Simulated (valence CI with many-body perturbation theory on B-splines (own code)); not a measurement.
**Hyperfine factors and g values of Te12+**

Calculated by relativistic CI+MBPT: four valence electrons over a frozen Dirac-Fock core [Kr], radial functions for each j: 9 s, 9 p, 10 d, 8 f, 5 g, 3 h, 1 i, with the one-electron correlation potential Σ1 (screened to all orders), the two-electron term Σ2, the three-electron term Σ3, Breit, model QED; selected single and double excitations, second order for the rest, scaled by the run's own slope (own B-spline code, finite nucleus).

No measured spectrum was set against this ion. As an estimate, terms of the open shell hold to 2 to 4 % of their energy, and close levels can change places. Core correlation moves these levels by up to 6700 cm⁻¹, and in measured spectra 5 to 20 % of such shifts remained as error; rates that hang on mixing are uncertain with them. The list stops below the first excitations out of the core. Only levels of the ground parity were solved; by the run's estimate the other parity begins above the list, which can be wrong where configurations are misplaced.

A/g_I is the dipole constant over the nuclear g factor μ/I (μ in nuclear magnetons, uniformly magnetised nucleus), B/Q the quadrupole constant per barn. Both hold the static response of the core; the bare values leave it out. Large factors of s and p1/2 electrons are usually good to 5 to 10 %; those of open d and f shells near neutrality can be off by tens of per cent, and small factors of p3/2, d and f electrons come from cancelling terms and can be off by a factor of two or in sign, in half-filled shells by more. B is blank for J = 1/2, where it vanishes, and for nearly pure S terms. Energies count from the lowest level. Levels with J = 0 are left out.

Names give the largest LS component (configuration and term), which can be under half, so a name can repeat, a term be missing and a line seem to break the LS rules; names also repeat where a configuration has a term twice. Letters in brackets count levels of one name in rising energy.

| Level | E (eV) | g | A/g_I (MHz) | A/g_I bare | B/Q (MHz/b) | B/Q bare |
| --- | --- | --- | --- | --- | --- | --- |
| 4d⁴ ⁵D_1 | 0.618 | 1.498 | -317 | 140 | 1130 | 1060 |
| 4d⁴ ⁵D_2 | 1.250 | 1.485 | 269 | 718 | 834 | 776 |
| 4d⁴ ⁵D_3 | 1.814 | 1.472 | 753 | 1190 | -678 | -646 |
| 4d⁴ ⁵D_4 | 2.287 | 1.444 | 1200 | 1610 | -3140 | -2960 |
| 4d⁴ ³H_4 | 4.141 | 0.931 | 2570 | 2440 | 1380 | 1290 |
| 4d⁴ ³G_3 | 4.998 | 0.882 | 2720 | 2550 | 397 | 371 |
| 4d⁴ ³H_5 | 5.062 | 1.068 | 2200 | 2220 | 2240 | 2090 |
| 4d⁴ ³P_1 [a] | 5.290 | 1.399 | 1260 | 1630 | -204 | -200 |
| 4d⁴ ³F_2 [a] | 5.294 | 0.772 | 2770 | 2480 | 872 | 821 |
| 4d⁴ ³H_6 | 5.511 | 1.131 | 2170 | 2250 | 2150 | 2010 |
| 4d⁴ ³G_4 | 6.002 | 1.054 | 2210 | 2220 | -948 | -884 |
| 4d⁴ ³P_2 [a] | 6.418 | 1.292 | 1400 | 1650 | 330 | 301 |
| 4d⁴ ³F_4 [a] | 6.442 | 1.119 | 1990 | 2070 | -37.2 | -33.9 |
| 4d⁴ ³F_3 [a] | 6.708 | 1.066 | 2190 | 2210 | 149 | 145 |
| 4d⁴ ³D_3 | 7.097 | 1.209 | 1530 | 1700 | 618 | 582 |
| 4d⁴ ³G_5 | 7.322 | 1.164 | 1800 | 1910 | -1460 | -1370 |
| 4d⁴ ³P_2 [b] | 7.737 | 1.199 | 2230 | 2400 | 794 | 741 |
| 4d⁴ ¹I_6 | 7.823 | 1.034 | 2280 | 2260 | 3300 | 3100 |
| 4d⁴ ³D_1 | 7.906 | 0.612 | 3510 | 3050 | 705 | 659 |
| 4d⁴ ¹G_4 [a] | 8.924 | 1.063 | 1920 | 1930 | 168 | 166 |
| 4d⁴ ¹D_2 [a] | 9.422 | 1.113 | 2060 | 2130 | 472 | 436 |
| 4d⁴ ¹F_3 | 9.854 | 1.045 | 2170 | 2160 | 2990 | 2810 |
| 4d⁴ ³P_2 [c] | 10.868 | 1.310 | 1420 | 1690 | 1060 | 1000 |
| 4d⁴ ³F_4 [b] | 11.360 | 1.199 | 1480 | 1630 | 1450 | 1360 |
| 4d⁴ ³F_2 [b] | 11.682 | 0.824 | 3120 | 2880 | 2430 | 2280 |
| 4d⁴ ³F_3 [b] | 11.862 | 1.071 | 2300 | 2320 | 3090 | 2890 |
| 4d⁴ ³P_1 [b] | 12.052 | 1.489 | -18.7 | 433 | -993 | -925 |
| 4d⁴ ¹G_4 [b] | 12.828 | 1.035 | 2410 | 2400 | 1900 | 1790 |
| 4d⁴ ¹D_2 [b] | 15.923 | 0.999 | 2290 | 2240 | -3790 | -3550 |

(1) Take the isotope of mass number 125, with I = 1/2, μ = -0.887 μN. What is the hyperfine structure of 4d⁴ ³G_3?

Answers

(1) From the table A = -4830 MHz. Shifts from the centre of gravity in MHz: F = 5/2: 9660, F = 7/2: -7240.
